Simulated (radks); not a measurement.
Q: Species: Rb+. Configuration: [Ar] 3d10 4p6 4f2 (not the ground configuration). All-electron calculation, scalar-relativistic Kohn-Sham, XLYP, spin-polarised, spherical densities, finite nucleus; open shells are filled with parallel spins first (spin-orbit coupling, left out, can overturn this in heavy ions); Fermi nuclear charge, rms radius 4.2036 fm. Program: a radial shooting solver on a logarithmic mesh with Libxc functionals. Some entries of the table are withheld. Estimate them.

| orbital | occ. | eigenvalue (hartree) | <r^2> (bohr^2) |
|---|---|---|---|
| 1s down | 1 | -553.7386 | 0.002187 |
| 1s up | 1 | -553.7385 | 0.002187 |
| 2s down | 1 | -74.88024 | 0.03728 |
| 2s up | 1 | -74.88022 | 0.03728 |
| 2p down | 3 | -66.51039 | 0.02941 |
| 2p up | 3 | -66.51037 | 0.02941 |
| 3s down | 1 | (1) | 0.2990 |
| 3s up | 1 | (2) | 0.2990 |
| 3p down | 3 | -9.29886 | 0.3137 |
| 3p up | 3 | -9.29885 | 0.3137 |
| 3d down | 5 | (3) | 0.3345 |
| 3d up | 5 | (4) | 0.3345 |
| 4p up | 3 | -1.39063 | 2.789 |
| 4p down | 3 | -1.38835 | 2.789 |
| 4f up | 2 | -0.11445 | 44.15 |

A: 
(1) 3s down eigenvalue (hartree): -11.98372
(2) 3s up eigenvalue (hartree): -11.98370
(3) 3d down eigenvalue (hartree): -4.85557
(4) 3d up eigenvalue (hartree): -4.85557
